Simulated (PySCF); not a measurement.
C₆H₅O, SMILES Oc1cc[c]cc1, multiplicity 2.

Geometry: PBE0-D3(BJ)/def2-SVP. The isomer is the one that the SMILES or the coordinates give; other isomers of the formula were not compared. One conformer was computed; it need not be the lowest.

Level of theory: PBE0-D3(BJ)/def2-SVP in PySCF 2.14.0.

Harmonic, unscaled wavenumbers; measured fundamentals usually lie a few per cent lower.

```
mode  ν (cm⁻¹)  IR (km/mol)  moving atoms (share of kinetic energy)
----  --------  -----------  --------------------------------------
1          248          0.0                  C 65 %, O 24 %, H 11 %
2          367        112.8                           H 90 %, O 8 %
3          412         10.4                  C 43 %, O 37 %, H 20 %
4          413          0.8                          C 71 %, H 29 %
5          495         16.3                          C 65 %, H 31 %
6          539          0.1                          C 64 %, O 31 %
7          612          0.3                                  C 91 %
8          690          2.0                          C 70 %, H 29 %
9          796         15.0                          H 73 %, C 26 %
10         822         46.0                          H 60 %, C 39 %
11         824         20.7                  C 64 %, O 24 %, H 12 %
12         930          0.6                          H 70 %, C 29 %
13         964          0.2                          H 71 %, C 28 %
14         993          0.2                          C 88 %, H 12 %
15        1055          7.7                          C 55 %, H 45 %
16        1096         15.0                          H 79 %, C 21 %
17        1155          7.2                           H 91 %, C 9 %
18        1194        133.5                   H 78 %, C 14 %, O 8 %
19        1294         23.4                          H 74 %, C 24 %
20        1329         68.6                  C 60 %, H 23 %, O 17 %
21        1394          5.3                           C 92 %, H 8 %
22        1455         42.5                          C 71 %, H 26 %
23        1510         51.7                          C 73 %, H 25 %
24        1657        103.0                                  C 91 %
25        1683          2.6                                  C 93 %
26        3181         10.0                           H 92 %, C 8 %
27        3207          1.0                           H 92 %, C 8 %
28        3212          1.7                           H 91 %, C 9 %
29        3227          1.2                           H 91 %, C 9 %
30        3889         75.6                                  H 94 %
```
